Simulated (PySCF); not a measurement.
CHS2, SMILES S=C=[SH+], charge +1. Atoms are numbered in the order given.

```xyz
4

S      0.0003     1.6029     0.0000
C      0.0224     0.1017     0.0000
S     -0.0874    -1.5336     0.0000
H      1.2589    -1.7203     0.0000
```
Charge +1, spin multiplicity 1.

Geometry optimised at B3LYP-D3(BJ)/def2-TZVP. The isomer is the one that the SMILES or the coordinates give; other isomers of the formula were not compared.

Calculation: TDA-PBE0/def2-SVPD (PySCF 2.14.0).

Vertical excitations. Gas-phase values at a fixed geometry. State labels are in the subgroup Cs.

**Question.** Estimate the UV-visible absorptions. (Estimate from the structure and the level; the computed values follow.)

**Answer.** 
```csv
state,symmetry,energy (eV),λ (nm),f,main pairs
S1,A",3.46,359,0.000,HOMO→LUMO 99 %
S2,A',5.02,247,0.028,"HOMO→LUMO+1 55 %, HOMO−1→LUMO 42 %"
S3,A",5.89,210,0.001,HOMO−1→LUMO+1 88 %
S4,A",6.33,196,0.000,HOMO−2→LUMO 88 %
S5,A",7.13,174,0.001,HOMO→LUMO+2 97 %
S6,A',7.33,169,0.148,"HOMO−2→LUMO+1 43 %, HOMO−3→LUMO 41 %, HOMO→LUMO+1 8 %"
S7,A",7.92,156,0.001,HOMO→LUMO+3 90 %
S8,A',7.93,156,0.739,"HOMO−3→LUMO 38 %, HOMO−1→LUMO 22 %, HOMO→LUMO+1 21 %"
S9,A",8.36,148,0.000,HOMO−3→LUMO+1 88 %
S10,A',8.78,141,0.247,HOMO−4→LUMO 77 %
T1,A",3.10,400,0,HOMO→LUMO 97 %
T2,A',3.55,349,0,HOMO→LUMO+1 86 %
T3,A',3.94,315,0,"HOMO−1→LUMO 81 %, HOMO→LUMO+1 13 %"
T4,A",5.30,234,0,"HOMO−1→LUMO+1 72 %, HOMO−2→LUMO 22 %"
```
Triplets are in the Tamm–Dancoff approximation.
